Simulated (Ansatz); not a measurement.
The same path of AlClFH2Si (6 atoms, charge -1, multiplicity 1) was run twice with different band settings. The coordinate that changes most is the height of Si3 over the plane of its neighbours.

Level of theory: RKS PBE0-D4/def2-SVP in Ansatz 0.2.0.

Relaxed end points:

```xyz
6
Properties=species:S:1:pos:R:3
F 0.287 -2.299 -0.419
Al -0.373 -0.767 -0.100
Si 0.720 1.077 0.963
Cl -2.507 -1.004 -0.524
H 1.924 0.922 0.009
H -0.050 2.071 0.072
```

```xyz
6
Properties=species:S:1:pos:R:3
F 0.274 -2.334 -0.195
Al -0.368 -0.761 -0.154
Si 0.797 1.291 -0.552
Cl -2.532 -1.067 -0.033
H 1.905 0.865 0.434
H -0.076 2.006 0.499
```

Common settings: movable images 5; climbing image yes; spring 5.0 eV/Å²; start path IDPP; force threshold 0.03 eV/Å; end points relaxed.

| run | optimiser | iteration limit | largest step |
| --- | --- | --- | --- |
| 1 | quadratic models (default) | 58 | default |
| 2 | lbfgs | 60 | 0.5 Å |

(1) What does each run give, and how far can it be trusted?

## Answers

(1) Run 1: converged after 6 iterations, highest image 0.474 eV above the first end. A vibrational analysis at the climbing image gives one clearly imaginary mode, 390i cm⁻¹: a first-order saddle point.
Run 2: converged after 27 iterations, highest image 0.475 eV above the first end. Another band between the same ends (5 images) ends at a top of the same energy, where a vibrational analysis finds 1 clearly imaginary mode.
Limits of this set-up: an anion without diffuse functions.
